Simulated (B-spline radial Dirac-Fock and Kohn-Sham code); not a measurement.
**How the settings move the core levels of Cd⁵⁺**

ΔSCF core binding energies without Breit or QED terms, calculated with an atomic code on a B-spline grid. Keys: rel is the Hamiltonian (dirac, or spin-free x2c and nr, where L3 and M5 stand for the whole 2p and 3d shells), method is hf or an exchange,correlation pair (spin-unpolarised, also for the hole states), nuc the nuclear model, radius_factor scales its radius, rmax is the box in bohr, h the logarithmic mesh step, order the B-spline order, points the quadrature points per cell, c_factor scales the speed of light, and damp, ndamp, maxit and tol steer the iteration. The run stops when the commutator error falls below 10·tol·max(1, Z/10), or the numerical noise floor, and the energy has settled to about 1e-8 Ha; the virial ratio is −V/T.

Base input:

```json
{"items": [{"Z": 48, "q": 5, "cfg": [[1, 0, 2], [2, 0, 2], [2, 1, 6], [3, 0, 2], [3, 1, 6], [3, 2, 10], [4, 0, 2], [4, 1, 6], [4, 2, 7]], "A": 114, "rrms": 4.6087, "do": "settings", "holes": ["K", "L3", "M5"],
  "settings": [{"rel": "dirac", "method": "hf", "nuc": "fermi", "radius_factor": 1.0, "rmax": 45.0, "h": 0.3, "order": 8, "points": 10, "c_factor": 1.0, "maxit": 60, "damp": 0.5, "ndamp": 3, "tol": 1e-08}]}]}
```

The ground state converged in 10 iterations, with total energy -5586.66335 Ha, virial ratio 1.95347 and highest orbital energy -89.19 eV. ΔSCF binding energies: K (1s) 26883.5 eV, L3 (2p3/2) 3633.7 eV, M5 (3d5/2) 491.9 eV.

Changes from the base run:

| changed setting | Δ total energy (Ha) | Δ K (eV) | Δ L3 (eV) | Δ M5 (eV) | iterations |
| --- | --- | --- | --- | --- | --- |
| damp = 0.8 | 0.00000 | 0.00 | 0.00 | 0.00 | 10 |
| nuc = "gauss" | -0.00039 | 0.00 | 0.00 | 0.00 | 10 |
| rmax = 25.0 | 0.00000 | 0.00 | 0.00 | 0.00 | 10 |
| h = 0.4; damp = 0.8; tol = 0.0001 | +0.00197 | 0.00 | 0.00 | +0.01 | 9 |
| rel = "x2c" | +1.92573 | -21.22 | +60.63 | +2.83 | 10 |
| method = "rpbe,pbe"; rmax = 25.0; c_factor = 100.0 | +126.33861 | -848.74 | -14.53 | +6.80 | 8 |
| method = "rpbe,pbe" | ? | ? | ? | ? | ? |

Question: What does the change method = "rpbe,pbe" do?

Answer: The total energy moves by -2.60544 Ha and the binding energies by K +26.22 eV, L3 -18.20 eV, M5 -2.15 eV; the run takes 10 iterations.
